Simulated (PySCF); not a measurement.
Sb(F)2(OMe) (CH3F2OSb), SMILES C[O][Sb]([F])[F].

Coordinates come from a PBE-D3(BJ)/def2-SVP optimisation. The def2 effective core potentials stand for the cores of Sb; spin–orbit coupling is left out. The values are those of a single conformer.

Computed with PySCF with PBE-D3(BJ)/def2-SVP.

Frequencies are harmonic and unscaled.

Computed harmonic wavenumbers and intensities:
```json
[
 {"mode": "1", "ν (cm⁻¹)": "39", "IR (km/mol)": "0.7", "moving atoms (share of kinetic energy)": "H 83 %, F 11 %"},
 {"mode": "2", "ν (cm⁻¹)": "74", "IR (km/mol)": "4.2", "moving atoms (share of kinetic energy)": "F 35 %, H 33 %, C 26 %"},
 {"mode": "3", "ν (cm⁻¹)": "141", "IR (km/mol)": "13.3", "moving atoms (share of kinetic energy)": "F 49 %, C 32 %, H 15 %"},
 {"mode": "4", "ν (cm⁻¹)": "196", "IR (km/mol)": "6.2", "moving atoms (share of kinetic energy)": "F 88 %, Sb 9 %"},
 {"mode": "5", "ν (cm⁻¹)": "207", "IR (km/mol)": "11.7", "moving atoms (share of kinetic energy)": "O 59 %, F 30 %"},
 {"mode": "6", "ν (cm⁻¹)": "296", "IR (km/mol)": "13.1", "moving atoms (share of kinetic energy)": "O 32 %, C 21 %, Sb 19 %, F 16 %, H 12 %"},
 {"mode": "7", "ν (cm⁻¹)": "546", "IR (km/mol)": "54.0", "moving atoms (share of kinetic energy)": "O 70 %, Sb 14 %, C 9 %"},
 {"mode": "8", "ν (cm⁻¹)": "598", "IR (km/mol)": "62.1", "moving atoms (share of kinetic energy)": "F 86 %, Sb 14 %"},
 {"mode": "9", "ν (cm⁻¹)": "607", "IR (km/mol)": "41.9", "moving atoms (share of kinetic energy)": "F 85 %, Sb 13 %"},
 {"mode": "10", "ν (cm⁻¹)": "1044", "IR (km/mol)": "183.6", "moving atoms (share of kinetic energy)": "O 51 %, C 46 %"},
 {"mode": "11", "ν (cm⁻¹)": "1122", "IR (km/mol)": "0.1", "moving atoms (share of kinetic energy)": "H 77 %, C 18 %"},
 {"mode": "12", "ν (cm⁻¹)": "1133", "IR (km/mol)": "0.7", "moving atoms (share of kinetic energy)": "H 75 %, C 19 %"},
 {"mode": "13", "ν (cm⁻¹)": "1400", "IR (km/mol)": "12.7", "moving atoms (share of kinetic energy)": "H 89 %, C 9 %"},
 {"mode": "14", "ν (cm⁻¹)": "1406", "IR (km/mol)": "6.6", "moving atoms (share of kinetic energy)": "H 97 %"},
 {"mode": "15", "ν (cm⁻¹)": "1430", "IR (km/mol)": "8.4", "moving atoms (share of kinetic energy)": "H 96 %"},
 {"mode": "16", "ν (cm⁻¹)": "2939", "IR (km/mol)": "61.3", "moving atoms (share of kinetic energy)": "H 98 %"},
 {"mode": "17", "ν (cm⁻¹)": "3023", "IR (km/mol)": "22.4", "moving atoms (share of kinetic energy)": "H 90 %, C 10 %"},
 {"mode": "18", "ν (cm⁻¹)": "3050", "IR (km/mol)": "16.0", "moving atoms (share of kinetic energy)": "H 90 %, C 10 %"}
]
```
